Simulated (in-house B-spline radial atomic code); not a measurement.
**Ionising Mo3+ with different functionals**

Computed with a B-spline radial code for spherical atoms: four-component Dirac-Coulomb Hamiltonian, Fermi nucleus of rms radius 4.4091 fm, spin-restricted, spherical fractional occupations for the functionals. The ionisation energy is the difference of two self-consistent energies, [Kr] 4d3 → [Kr] 4d2, without Breit or QED terms; ε is the level of the shell that loses the electron (mean over j). The electron is taken from both j subshells in proportion to 2j + 1, so the result is a j average, not the step between ground levels.

Hybrids are left out here: with spherical fractional occupations of an open shell their exact exchange keeps a self-interaction that integer-occupation calculations don't have.

```csv
method,rung,ΔSCF (eV),-ε(4d) (eV)
LDA VWN5,LDA,39.70,33.11
relativistic LDA,LDA,39.72,33.13
LDA PW92,LDA,39.70,33.11
LDA exchange-only,LDA,38.15,31.61
PBE,GGA,39.50,32.90
PBEsol,GGA,39.47,32.88
BLYP,GGA,39.39,32.80
RPBE,GGA,39.45,32.84
PW91,GGA,39.57,32.97
BP86,GGA,39.56,32.97
AM05,GGA,39.46,32.87
OLYP,GGA,39.59,32.95
```

**Question.** How do they compare with the NIST value?

**Answer.** NIST lists 40.33 eV ± 0.06 (semi-empirical, ground level to ground level). Errors run from -2.18 to -0.61 eV. The correlated functionals all miss on the same side by more than they spread, so the cause is common to them (Breit-QED terms, spin polarisation, the choice among j levels, multiplet and fine-structure energies, or a listed next ion that isn't the cheapest removal here) and closeness doesn't rank the functionals.
